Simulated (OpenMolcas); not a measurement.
# Co4+ in a point-charge field

Co4+ among 4 point charges of -2.5 e arranged as a tetrahedron (Td), 1.75 Å from the ion.
```
   1.0104    1.0104    1.0104  -2.50
   1.0104   -1.0104   -1.0104  -2.50
  -1.0104    1.0104   -1.0104  -2.50
  -1.0104   -1.0104    1.0104  -2.50
```

- Program: OpenMolcas 26.06
- Method: CASSCF
- Basis: ANO-RCC-VDZP [5s4p2d1f]
- Scalar Hamiltonian: DKH2, point nucleus
- Active space: 5 electrons in 5 orbitals (3d)
- State averaging: 2S+1 = 6 even, 1 root; 2S+1 = 4 even, 24 roots; 2S+1 = 2 even, 75 roots
- Spin-orbit coupling: state interaction with AMFI integrals over the reference wave functions

The lowest spin-free states (labels of Td), above the lowest:

```tsv
State	Degeneracy	E (cm-1)	Free-ion L (%)
6A1	1	0.0	S (100)
4T1	3	41703	G (94)
4A1	1	42168	G (100)
4T2	3	42176	G (100)
4E	2	42210	G (100)
4T1	3	49237	P (94)
4T2	3	52308	D (99)
4E	2	52384	D (100)
2T2	3	59549	I (95)
2T1	3	59793	I (98)
2A2	1	59812	I (97)
2T2	3	60016	I (99)
2A1	1	60058	I (100)
2E	2	60111	I (100)
2T2	3	66880	D (69)
2E	2	68118	D (96)
2T1	3	69446	F (97)
2A2	1	69798	F (97)
4A2	1	70317	F (100)
2T2	3	70416	F (66)
```

The lowest levels with spin-orbit coupling:

| E (cm-1) | Degeneracy | Label | 2S+1 | g |
| --- | --- | --- | --- | --- |
| 0.0 | 6 |  | 6 |  |
| 41662 | 4 | Γ8 | 4 |  |
| 41673 | 2 | Γ6 | 4 | 2.81 2.81 2.81 |
| 41709 | 2 | Γ7 | 4 | 2.43 2.43 2.43 |
| 41724 | 4 | Γ8 | 4 |  |
| 42140 | 2 | Γ6 | 4 | 2.25 2.25 2.25 |
| 42142 | 4 | Γ8 | 4 |  |
| 42166 | 4 | Γ8 | 4 |  |
| 42172 | 2 | Γ7 | 4 | 1.57 1.57 1.57 |
| 42178 | 4 | Γ8 | 4 |  |
| 42223 | 2 | Γ7 | 4 | 1.32 1.32 1.32 |
| 42223 | 2 | Γ6 | 4 | 3.24 3.24 3.24 |
| 42238 | 4 | Γ8 | 4 |  |
| 48882 | 2 | Γ7 | 4 | 2.60 2.60 2.60 |
| 48886 | 4 | Γ8 | 4 |  |
| 49010 | 4 | Γ8 | 4 |  |
| 49176 | 2 | Γ6 | 4 | 2.62 2.62 2.62 |
| 52164 | 2 | Γ7 | 4 | 4.37 4.37 4.37 |
| 52308 | 4 | Γ8 | 4 |  |
| 52410 | 2 | Γ6 | 4 | 3.10 3.10 3.10 |

Powder χT (cm3 K/mol): 4.39 at 2 K, 4.39 at 10 K, 4.39 at 50 K, 4.39 at 100 K, 4.39 at 200 K, 4.39 at 300 K. The effective moment at 300 K is 2.828 √(χT) = 5.92 μB.

The lowest level has 2S+1 = 6, for which the spin-only value is χT = S(S+1) / 2 = 4.375 cm3 K/mol (g = 2). The computed 4.385 at 300 K differs by +0.010, little more than the free-electron g of 2.0023 accounts for.

Without dynamic correlation the repulsion within the d shell is too large (B by tens of per cent), so at a given field states of lower spin stand too high. This is an electrostatic model: the charges have no orbitals. No measured value stands beside these numbers.
